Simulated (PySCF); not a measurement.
C₃H₁₃NSi₂. Atoms are numbered in the order given.

```xyz
19

C      1.6236     1.1690     0.9964
C      1.1479    -0.1301     0.3436
C      1.9633    -0.4777    -0.9056
N     -0.3089    -0.1036     0.0497
Si    -1.0433     1.2772    -0.7394
Si    -1.1837    -1.5389     0.5308
H      2.6841     1.0937     1.2827
H      1.0331     1.3952     1.8967
H      1.5314     2.0224     0.3033
H      1.3150    -0.9367     1.0825
H      1.8586     0.3064    -1.6722
H      3.0338    -0.5759    -0.6637
H      1.6186    -1.4274    -1.3419
H     -2.4008     0.8654    -1.1878
H     -0.2424     1.7153    -1.9216
H     -1.1813     2.4664     0.1557
H     -2.6126    -1.3869     0.1448
H     -1.0862    -1.7541     2.0078
H     -0.6199    -2.7621    -0.1205
```
Charge 0, spin multiplicity 1.

Geometry optimised at B3LYP-D3(BJ)/def2-SVP. Other conformers were not sampled.

Calculation: PBE/def2-TZVP (PySCF).

Atomic charges (e):

| atom | Mulliken | meta-Löwdin |
|---|---|---|
| C1 | -0.36 | -0.35 |
| C2 | -0.03 | 0.04 |
| C3 | -0.34 | -0.35 |
| N4 | -0.14 | -0.62 |
| Si5 | 0.13 | 0.53 |
| Si6 | 0.14 | 0.54 |
| H7 | 0.12 | 0.12 |
| H8 | 0.13 | 0.12 |
| H9 | 0.13 | 0.11 |
| H10 | 0.07 | 0.10 |
| H11 | 0.11 | 0.12 |
| H12 | 0.11 | 0.11 |
| H13 | 0.13 | 0.12 |
| H14 | -0.02 | -0.08 |
| H15 | -0.04 | -0.10 |
| H16 | -0.04 | -0.11 |
| H17 | -0.02 | -0.08 |
| H18 | -0.04 | -0.11 |
| H19 | -0.04 | -0.11 |

Computed Mayer and Wiberg (Löwdin basis) orders of the bonds:
| bond | Mayer | Wiberg |
|---|---|---|
| C1–C2 | 1.00 | 1.24 |
| C2–C3 | 1.01 | 1.24 |
| C2–N4 | 0.94 | 1.21 |
| N4–Si5 | 1.13 | 1.33 |
| N4–Si6 | 1.14 | 1.33 |
| C1–H7 | 0.96 | 0.89 |
| C1–H8 | 0.96 | 0.90 |
| C1–H9 | 0.95 | 0.88 |
| C2–H10 | 0.92 | 0.78 |
| C3–H11 | 0.95 | 0.89 |
| C3–H12 | 0.96 | 0.90 |
| C3–H13 | 0.96 | 0.90 |
| Si5–H14 | 0.95 | 0.94 |
| Si5–H15 | 0.92 | 0.95 |
| Si5–H16 | 0.92 | 0.95 |
| Si6–H17 | 0.95 | 0.94 |
| Si6–H18 | 0.93 | 0.95 |
| Si6–H19 | 0.92 | 0.95 |
